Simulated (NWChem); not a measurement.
# WHO$_{3}$, doublet; SMILES [O]=[W](=[O])[OH]

```xyz
5

W     -0.0006    -0.0338    -0.0004
O      1.4127    -0.9978    -0.0006
O     -1.4185    -0.9911    -0.0006
O      0.0011     1.8404     0.0005
H      0.0117     2.7976     0.0024
```
Atoms are numbered in this order, from 1.

This is a stationary point of PBE0/def2-SVP with def2 effective core potentials on W, spin-unrestricted (NWChem), point group Cs. The spin multiplicity was typed, not searched, and may not be the lowest. def2 effective core potentials on W; no spin-orbit coupling.

Task: Is it a minimum? If not, what does it relax to?

Result: No. It has an imaginary frequency of 263i cm⁻¹. Following that mode (on a finer grid) lowers the energy by 1.0 kcal/mol and ends, with real frequencies alone, at point group C1:
```xyz
5

W      0.0230    -0.0120    -0.2653
O      1.3943    -0.9407     0.1501
O     -1.4178    -0.8635     0.0713
O      0.1342     1.8643    -0.1349
H     -0.3768     2.6148     0.1820
```
